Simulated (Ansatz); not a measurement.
Consider the formal exchange of groups at a B–Br bond: `BrBB1C=C1` + ethylene → `BB1C=C1` + `C=CBr`.

Program: Ansatz. Geometries: PBE0-D4/def2-TZVP. ΔE: electronic, gas phase. CCSD(T)/CBS adds triple-zeta CCSD(T) − MP2 to the extrapolated MP2 energy (def2 sets, frozen cores). This one scheme is used for every species. DFT in def2-TZVPP. HSE06 is defined as in plane-wave codes. For Br outer-core shells are correlated without core-valence functions, which leaves a few kJ/mol of doubt a bond. Scalar relativity is left out up to krypton. One conformer a species, not always the lowest.

```csv
level,ΔE (kJ/mol),difference from CCSD(T)/CBS
BLYP-D4,130.5,-11.8
PBE0-D4,137.8,-4.5
HSE06-D4,137.8,-4.5
PBE,132.6,-9.7
r2SCANh,138.1,-4.2
HF/def2-SVP,150.5,8.2
SCS-MP2/def2-TZVPP,139.1,-3.2
CCSD/def2-TZVPP,141.4,-0.9
SCS-MP2/def2-QZVPP,139.5,-2.8
HF/CBS(def2),142.3,0.0
CCSD(T)/CBS,142.3,0
```

Largest T1 diagnostic among the species: 0.013.

At CCSD(T), def2-SVP lies +9.7 kJ/mol from the extrapolated value and def2-TZVPP −1.1 kJ/mol. From r2SCAN to r2SCAN0 (25 % exact exchange), in def2-TZVPP and without D4, ΔE moves by +3.8 kJ/mol. Leaving LDA and LC-ωPBE aside and taking each functional with its dispersion term where it has one, the values, not all of them listed here, spread over 11.4 kJ/mol, from BLYP-D4 to PBE-QIDH.

CCSD(T)/CBS has its own doubt, a few kJ/mol and more with outer-core shells, so smaller differences from it don't rank the levels.
